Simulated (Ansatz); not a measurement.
Cost and result for the atomization energy of C5H6O3 (`C#CCOC(=O)OC`) (14 atoms, 13 bonds).

```xyz
14

C     2.913   -1.558    0.364
C     2.195   -0.979   -0.402
C     1.336   -0.281   -1.343
O    -0.049   -0.483   -1.061
C    -0.561    0.337   -0.140
O     0.016    1.239    0.401
O    -1.823   -0.017    0.059
C    -2.517    0.781    1.013
H     3.547   -2.068    1.050
H     1.561    0.788   -1.335
H     1.481   -0.673   -2.350
H    -3.520    0.364    1.068
H    -2.027    0.727    1.986
H    -2.554    1.822    0.689
```

Total charge 0; spin multiplicity 1. All single points use the PBE0-D4/def2-TZVP geometry. It is one conformer, not always the lowest. Program: Ansatz. All runs use 2 threads of an AMD EPYC 7R13 on a shared host and a share of an NVIDIA H100 80 GB. Times are those of one run each, without the atoms' runs, and a repeat can differ threefold. Electronic energies, without spin–orbit coupling; frozen cores. CCSD(T)/CBS adds CCSD(T) − MP2 in def2-TZVPP to the MP2 limit, and its time is that of the two runs behind it. T1 = 0.014. B3LYP takes the VWN-RPA correlation (the form of Gaussian; ORCA's B3LYP/G).

CCSD(T)/CBS is a level of theory with its own doubt, some kJ/mol a heavy atom from the limit and from the frozen cores, so smaller differences don't rank the functionals.

```tsv
level	functions	wall time
PBE0-D4/def2-TZVPP	332	3.4 s
r2SCAN-D4/def2-TZVPP (with forces)	332	3.9 s
PBE-D4/def2-TZVPP (with forces)	332	3.9 s
B3LYP-D4/def2-TZVPP (with forces)	332	4.5 s
B2PLYP/def2-TZVPP	332	5.5 s
ωB97X-V/def2-TZVPP	332	6 s
ωB97M-V/def2-TZVPP (with forces)	332	7 s
MP2/def2-QZVPP	636	7.5 s
CCSD(T)/def2-TZVPP	332	17 s
CCSD(T)/CBS(def2)	–	25 s
```

Question: What atomization energy does each give, and how far from CCSD(T)/CBS? (Best estimate.)

Answer: Computed: 
```tsv
level	atomization (kcal/mol)	difference from CCSD(T)/CBS	per bond
PBE0-D4/def2-TZVPP	1483.4	14.5	1.1
r2SCAN-D4/def2-TZVPP (with forces)	1479.6	10.7	0.8
PBE-D4/def2-TZVPP (with forces)	1530.0	61.1	4.7
B3LYP-D4/def2-TZVPP (with forces)	1469.8	0.9	0.1
B2PLYP/def2-TZVPP	1459.0	-9.9	-0.8
ωB97X-V/def2-TZVPP	1472.7	3.8	0.3
ωB97M-V/def2-TZVPP (with forces)	1476.6	7.7	0.6
MP2/def2-QZVPP	1500.6	31.7	2.4
CCSD(T)/def2-TZVPP	1429.4	-39.5	-3.0
CCSD(T)/CBS(def2)	1468.9	0.0	0.0
```

The D4 term adds +10.5 kcal/mol with B3LYP and +5.6 kcal/mol with PBE0; it sums over pairs of atoms, weighted by their polarisabilities, and B3LYP, whose exchange is more repulsive, gets the larger term. From PBE to PBE0 (25 % exact exchange), in def2-TZVPP and without D4, the atomization energy moves by −45.6 kcal/mol: exact exchange takes away binding that semilocal exchange gives to molecules. In def2-TZVPP, CCSD(T) changes the Hartree–Fock value by +406.4 kcal/mol (the triples alone add +30.5 kcal/mol) and MP2 by +454.3 kcal/mol; breaking electron pairs costs correlation energy, which Hartree–Fock lacks.
